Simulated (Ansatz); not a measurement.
The cluster Bi₃S₃⁺, 6 atoms. Hardware: 4 threads of Arm Neoverse N1 on a shared host.

In the def2 sets Bi takes a core potential; there is no spin–orbit coupling. Correlated methods freeze 27 core orbitals; core or outer-core shells of Bi are correlated, in sets that lack core-valence functions.

(1) How many basis functions does each of these Ansatz runs have, and roughly what does it cost? PBE-D4/def2-SVP, charge 1 singlet, energy, from earlier orbitals; CAM-B3LYP-D4/def2-TZVP, charge 1 singlet, energy, from earlier orbitals; PBE0-D4/def2-SVP, charge 1 singlet, energy, from earlier orbitals; MP2/def2-TZVP, charge 1 singlet, energy, from earlier orbitals; CCSD(T)/def2-SVP, charge 1 singlet, energy, from earlier orbitals; r2SCAN-D4/def2-TZVP, charge 1 singlet, energy, from earlier orbitals; BLYP-D4/def2-TZVP, charge 1 singlet, energy, from earlier orbitals; PBE-D4/def2-TZVP, charge 1 singlet, energy and forces, from earlier orbitals; PBE-D4/def2-SVP, charge 1 singlet, relaxation, 14 steps; PBE-QIDH/def2-TZVP, charge 1 singlet, energy, from earlier orbitals; PBE0-D4/def2-TZVP, charge 1 singlet, energy, from earlier orbitals.

Answers

(1) Other jobs shared the machine, so times can vary by a factor of up to 3. A dash marks memory too small to be measured apart from the calling script's.

```tsv
run	functions	fitting or Cholesky vectors	wall time	peak host memory (GiB)
PBE-D4/def2-SVP, charge 1 singlet, energy, from earlier orbitals	132	1443	2.9 s	–
PBE0-D4/def2-SVP, charge 1 singlet, energy, from earlier orbitals	132	1475	5.5 s	–
BLYP-D4/def2-TZVP, charge 1 singlet, energy, from earlier orbitals	261	1863	7.5 s	–
PBE-D4/def2-TZVP, charge 1 singlet, energy and forces, from earlier orbitals	261	1863	9.5 s	–
r2SCAN-D4/def2-TZVP, charge 1 singlet, energy, from earlier orbitals	261	1863	20 s	–
PBE0-D4/def2-TZVP, charge 1 singlet, energy, from earlier orbitals	261	2028	25 s	1.3
CAM-B3LYP-D4/def2-TZVP, charge 1 singlet, energy, from earlier orbitals	261	2028	26 s	1.2
MP2/def2-TZVP, charge 1 singlet, energy, from earlier orbitals	261	2082	29 s	1.1
PBE-QIDH/def2-TZVP, charge 1 singlet, energy, from earlier orbitals	261	2082	29 s	1
PBE-D4/def2-SVP, charge 1 singlet, relaxation, 14 steps	132	1443	35 s	–
CCSD(T)/def2-SVP, charge 1 singlet, energy, from earlier orbitals	132	1475	68 s	0.92
```
